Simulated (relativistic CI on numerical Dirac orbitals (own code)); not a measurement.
# Sn XXII: q coefficients and field-shift factors

Method of calculation: Dirac-Coulomb-Breit CI, KLI orbitals optimised for each configuration, derivatives by finite differences, unscaled Slater integrals, QED left out (own radial code, finite nucleus).

CI space (outside the closed core [Ar] 3d10): 4s, 4p, 4d, 4f, 5s, 5p, 5d, 5f. Levels of other configurations are missing.

With x = (α/α₀)² − 1 an excitation energy changes as ω = ω₀ + qx; K = 2q/ω₀ is the relative enhancement. Terms are leading LS components, so labels can repeat. The field-shift factor is F = δν/δ⟨r²⟩ for the transition from the lowest level.

Lowest level 4s 2S_1/2.

```csv
Level,ω₀ (cm⁻¹),q (cm⁻¹),F (GHz/fm²)
4p 2P°_1/2,364108,23760,-125
4p 2P°_3/2,457786,125100,-128
4d 2D_3/2,1048125,133700,-126
4d 2D_5/2,1065866,151600,-126
4f 2F°_5/2,1686033,147000,-123
4f 2F°_7/2,1687776,148600,-123
5s 2S_1/2,2190860,80440,-68.7
5p 2P°_1/2,2358007,89830,-123
5p 2P°_3/2,2399497,134600,-124
5d 2D_3/2,2668266,138300,-124
5d 2D_5/2,2676480,146600,-123
5f 2F°_5/2,2946298,145100,-122
5f 2F°_7/2,2947562,146300,-122
```

At this charge energies of transitions that change n are usually good to better than 1 %, and those within a shell (Δn = 0) to a few per cent.

**Question.** Which transition from the lowest level has the largest |K|?

**Answer.** 4p 2P°_3/2 at 457786 cm⁻¹, K = 0.547.
